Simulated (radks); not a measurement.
Initial-state core-level shifts of neutral molybdenum when its valence configuration changes from [Kr] 4d5 5s1. Method: Dirac Kohn-Sham, PBEsol, spin-unpolarised, spherical densities, point nucleus; open shells are shared between the two j in proportion to 2j + 1; computed with a radial shooting solver on a logarithmic mesh with Libxc functionals. Shifts are changes of the shell-averaged eigenvalues in eV (positive: less bound).

valence,2s,2p,3s,4p
4d4.5 5s1.5,-1.415,-1.408,-1.393,-1.238
4d6,+2.277,+2.265,+2.255,+2.051
4d2.5 5s1.5 5p2,-11.315,-11.267,-11.107,-9.790
4d5.5 5s0.5,+1.233,+1.226,+1.219,+1.101
4d5 5s0.5 5p0.5,-0.675,-0.676,-0.685,-0.713
4d3 5s1 5p2,-9.263,-9.227,-9.130,-8.196
4d4 5s2,-3.005,-2.990,-2.951,-2.597
4d3 5s0.5 5p2.5,-9.853,-9.816,-9.726,-8.781
4d2 5s2 5p2,-13.496,-13.436,-13.198,-11.443
